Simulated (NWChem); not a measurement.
Species: BH$_{2}$F; SMILES BF

```xyz
4

B      0.0000     0.0000     0.6614
H      0.0000    -1.0578     1.2202
H      0.0000     1.0578     1.2202
F      0.0000     0.0000    -0.6624
```
Atoms are numbered in this order, from 1.

All runs: NWChem. Pople sets run with spherical d functions. Structure relaxed at the B3LYP/6-31G* (spherical d) level. GIAO values for the isolated, static molecule; σ is the absolute isotropic shielding, δ = σ(reference) − σ with the isolated reference molecule computed at the same levels (11B: boron trifluoride, 19F: trichlorofluoromethane, 1H: tetramethylsilane).

| level | δ B1 (ppm) | δ H2 (ppm) | δ F4 (ppm) |
|---|---|---|---|
| B3LYP/IGLO-III | 47.1 | 5.60 | 0.5 |
| Hartree-Fock/6-31G* | 40.3 | 5.42 | 9.8 |
| PBE/pcSseg-1 | 46.0 | 5.68 | 14.6 |
| LDA (Slater exchange, VWN5)/pcSseg-1 | ? | ? | ? |

### Question
Fill in the missing entries.

### Answer

- LDA (Slater exchange, VWN5)/pcSseg-1, δ B1 (ppm): 52.7
- LDA (Slater exchange, VWN5)/pcSseg-1, δ H2 (ppm): 5.90
- LDA (Slater exchange, VWN5)/pcSseg-1, δ F4 (ppm): 28.8
